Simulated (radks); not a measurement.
The mean radii <r> (bohr) of the occupied orbitals of an atom or ion are listed with their occupations. All-electron calculation, Dirac Kohn-Sham, exchange-only PBE, spin-unpolarised, spherical densities, finite nucleus; Fermi nuclear charge, rms radius of each element as measured or else 0.836 A^(1/3) + 0.57 fm. Program: a radial shooting solver on a logarithmic mesh with Libxc functionals.

| orbital | occ. | <r> |
|---|---|---|
| 1s1/2 | 2 | 0.08572 |
| 2s1/2 | 2 | 0.4138 |
| 2p1/2 | 2 | 0.3747 |
| 2p3/2 | 4 | 0.3771 |
| 3s1/2 | 2 | 1.332 |
| 3p1/2 | 2 | 1.471 |
| 3p3/2 | 2 | 1.478 |

Name the element and its charge. Open shells, if any, fill j = l - 1/2 first.

Answer. Z = 18, argon, charge +2: Ar2+ in [Ne] 3s2 3p4. The 1s radius gives Z: for a bare nucleus <r> = (2 gamma + 1)/(2Z) with gamma = sqrt(1 - (Z/c)^2), 0.08285 bohr for Z = 18, and screening makes it slightly larger (0.08572 here). The occupations add up to 16, and the charge is Z minus that.
